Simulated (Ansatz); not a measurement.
Molecule: C₄H₉O₂, charge 0, multiplicity 2. It need not be the lowest isomer of its formula. 
Coordinates optimised at B3LYP-D3(BJ)/def2-TZVP (Ansatz, a program for electronic structure):
SMILES: CO[C](C)OC
```xyz
15

C      0.1667    -1.8507    -0.0670
C     -0.1944    -0.4014    -0.0270
O      0.7173     0.4904     0.4955
C      1.0877     0.2828     1.8490
O     -0.7082     0.0376    -1.2053
C     -1.1565     1.3909    -1.2372
H      0.3914    -2.2331     0.9280
H     -0.6665    -2.4209    -0.4739
H      1.0455    -2.0203    -0.7061
H      1.7173    -0.6042     1.9630
H      0.2024     0.1795     2.4829
H      1.6548     1.1599     2.1542
H     -1.8599     1.5798    -0.4217
H     -1.6583     1.5192    -2.1938
H     -0.3208     2.0864    -1.1608
```
Charge 0, spin multiplicity 2.

Dipole moments at this geometry, in debye (magnitudes).

| level | program | dipole (D) |
|---|---|---|
| PBE0/def2-TZVPD | Ansatz | 1.29 |
| BHLYP/def2-TZVPD | Ansatz | 1.43 |
| HSE06/def2-TZVPD | Ansatz | 1.29 |
| LC-wPBE/def2-TZVPD | Ansatz | ___ |
| wB97X-V/def2-TZVPD | Ansatz | 1.34 |
| CCSD(T)/aug-cc-pVDZ | Ansatz | ___ |

Task: Fill in the missing entries.

Result: 
- LC-wPBE/def2-TZVPD, dipole (D): 1.38
- CCSD(T)/aug-cc-pVDZ, dipole (D): 1.32
